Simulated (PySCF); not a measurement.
Level of theory: ωB97X-D3(BJ)/def2-TZVP in PySCF 2.14.0. Isolated molecules, 0 K electronic values unless said otherwise. Excitations are Tamm–Dancoff values on a coarser integration grid. The basis has no diffuse functions, so Rydberg states are missing or too high.

Reference species (SMILES): `F[Si](F)=[SiH2]` (neutral, multiplicity 1).

The brightest of the four lowest singlets (TDA) is 4.64 eV and the LUMO comes out as -0.42 eV.

Changed species: `F/[SiH]=[SiH]/F`.

Question: Predict the effect on the brightest of the four lowest singlets (TDA) and LUMO.

Answer: the brightest of the four lowest singlets (TDA) decreases by 0.36 eV, to 4.28 eV; the LUMO drops by 0.22 eV, to -0.64 eV.
